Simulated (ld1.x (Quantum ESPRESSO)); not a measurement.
## Pb: one change to an ultrasoft potential, before and after

ld1.x (Quantum ESPRESSO) 7.5 input, shortened:

```
&input
   title='Pb', zed=82., rel=1, dft='PBE', iswitch=3,
   config='[Xe] 4f14 5d10 6s2 6p1.5'
 /
 &inputp
   pseudotype=3, tm=.true., lloc=-1, rcloc=1.95,
   nlcc=.true., rcore=0.70
 /
6
6S  1  0   2.00   0.00  1.45  1.90  0.0
6S  1  0   0.00   1.20  1.45  1.90  0.0
6P  2  1   1.50   0.00  1.60  2.15  0.0
6P  2  1   0.00   1.85  1.60  2.15  0.0
5D  3  2  10.00   0.00  0.90  1.20  0.0
5D  3  2   0.00  -1.15  0.90  1.20  0.0
 &test
   configts(1)='5d10 6s2 6p1.5'
 /
```

All-electron outer shells of the reference configuration (PBE, scalar-relativistic, ld1.x):

```
shell  level (eV)  outermost node (bohr)  outermost maximum (bohr)
   4f     -136.54                      –                      0.35
   5p      -89.48                   0.49                      0.88
   5d      -24.81                   0.52                      1.07
   6s      -15.47                   1.01                      1.95
   6p       -6.53                   1.18                      2.57
```

Change: all radii but the core radius scaled by about 1.17 (s 2.24, p 2.52, d 1.40 bohr, rcut 1.70/1.88/1.06); local potential all-electron potential smoothed inside 2.28 bohr (lloc = -1).

Cutoffs: the cutoffs (Ry, on a coarse ladder) from which the occupation-weighted sum of valence levels, in a spherical-Bessel basis at the reference potential, stays within 10 and 1 mRy of its value at 400 Ry; they do not see the model core or the augmentation charge, which bear on the density cutoff. Errors are all-electron minus pseudo energies relative to the spin-unpolarised reference configuration.

Question: What does the change do?

Answer: The potential gets softer (80 Ry and 140 Ry → 55 Ry and 100 Ry); of the 7 tests that both files solve, the error grows in 1 and shrinks in 2 by more than 15 % and 0.3 meV (median size 6.7 → 6.7 meV); neither file shows a bound ghost. A larger radius leaves more room for a smooth pseudo-wave, so fewer plane waves are needed.

| quantity | base | changed |
| --- | --- | --- |
| cutoff, loose | 80 Ry | 55 Ry |
| cutoff, tight | 140 Ry | 100 Ry |
| loose cutoff by channel (10 mRy a level) | s 8 Ry, p 6 Ry, d 60 Ry | s 6 Ry, p 6 Ry, d 45 Ry |
| bound ghosts | none | none |
| error for 5d10 6s2 6p2, meV [ΔE -2.49 eV] | +0.9 | +1.0 |
| error for 5d10 6s2 6p1, meV [ΔE 4.08 eV] | -2.3 | -2.1 |
| error for 5d10 6s2 6p0, meV [ΔE 17.53 eV] | -15 | -12 |
| error for 5d10 6s1 6p2, meV [ΔE 13.61 eV] | -6.7 | -6.7 |
| error for 5d9 6s2 6p2, meV [ΔE 24.67 eV] | -62 | -104 |
| error for 5d10 6s2 6p2.3, meV [ΔE -3.29 eV] | +1.2 | +1.3 |
| error for 5d10 6s1 6p0, meV [ΔE 49.94 eV] | -54 | -38 |
| lowest overlap eigenvalue by channel | s 0.62, p 0.70, d 0.83 | s 0.37, p 0.47, d 0.96 |
